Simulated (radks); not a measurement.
Species: Re+. Configuration: [Xe] 4f13 5d5 6s2 (not the ground configuration).

All-electron calculation, scalar-relativistic Kohn-Sham, PBE, spin-polarised, spherical densities, finite nucleus; open shells are filled with parallel spins first (spin-orbit coupling, left out, can overturn this in heavy ions); Fermi nuclear charge, rms radius 5.3698 fm. Program: a radial shooting solver on a logarithmic mesh with Libxc functionals.

Energy parts (eV):
| part | energy |
|---|---|
| total | -454094.91 |
| kinetic | 501630.97 |
| electron-nucleus | -1122483.27 |
| Hartree | 175724.77 |
| exchange-correlation | -8967.37 |

Orbitals (lengths in bohr, moments of r in powers of bohr; <r^-3> diverges for s and p1/2; r(max) is where P^2 peaks; r(90%) holds 90 % of the orbital's charge):
| orbital | occ. | eigenvalue (eV) | <1/r> | r(max) | <r^-3> | r(90%) |
|---|---|---|---|---|---|---|
| 1s up | 1 | -71657.22 | 88.72 | 0.01124 | - | 0.0329 |
| 1s down | 1 | -71657.23 | 88.72 | 0.01124 | - | 0.0329 |
| 2s up | 1 | -12443.08 | 20.76 | 0.06453 | - | 0.118 |
| 2s down | 1 | -12442.76 | 20.76 | 0.06453 | - | 0.118 |
| 2p up | 3 | -10864.25 | 18.75 | 0.05303 | 20800 | 0.111 |
| 2p down | 3 | -10863.99 | 18.75 | 0.05303 | 20800 | 0.111 |
| 3s up | 1 | -2899.384 | 7.690 | 0.1820 | - | 0.290 |
| 3s down | 1 | -2898.639 | 7.691 | 0.1820 | - | 0.289 |
| 3p up | 3 | -2433.632 | 7.085 | 0.1804 | 4661 | 0.296 |
| 3p down | 3 | -2432.867 | 7.086 | 0.1803 | 4663 | 0.296 |
| 3d up | 5 | -1904.747 | 6.689 | 0.1469 | 595.0 | 0.278 |
| 3d down | 5 | -1904.043 | 6.690 | 0.1469 | 595.2 | 0.278 |
| 4s up | 1 | -622.6943 | 3.281 | 0.4123 | - | 0.631 |
| 4s down | 1 | -621.2491 | 3.280 | 0.4124 | - | 0.631 |
| 4p up | 3 | -469.4634 | 2.980 | 0.4325 | 1098 | 0.678 |
| 4p down | 3 | -468.0766 | 2.979 | 0.4326 | 1097 | 0.678 |
| 4d up | 5 | -277.0689 | 2.661 | 0.4423 | 121.0 | 0.744 |
| 4d down | 5 | -275.6673 | 2.660 | 0.4424 | 120.9 | 0.744 |
| 4f up | 7 | -63.3059 | 2.200 | 0.4135 | 21.70 | 0.924 |
| 4f down | 6 | -61.7073 | 2.205 | 0.4137 | 21.78 | 0.918 |
| 5s up | 1 | -101.1157 | 1.312 | 0.9301 | - | 1.46 |
| 5s down | 1 | -98.2945 | 1.323 | 0.9262 | - | 1.45 |
| 5p up | 3 | -61.9067 | 1.114 | 1.047 | 171.7 | 1.72 |
| 5p down | 3 | -58.5737 | 1.124 | 1.040 | 175.8 | 1.71 |
| 5d up | 5 | -17.5779 | 0.7701 | 1.351 | 10.20 | 2.60 |
| 5d down | 0 | -14.1033 | 0.7526 | 1.347 | 9.847 | 2.75 |
| 6s up | 1 | -14.6833 | 0.4739 | 2.350 | - | 3.90 |
| 6s down | 1 | -12.7845 | 0.4446 | 2.446 | - | 4.15 |

The highest occupied level is 6s down at -12.784 eV. The configuration is held as typed, so some empty levels lie below it. Spin moment in Bohr magnetons: 6.
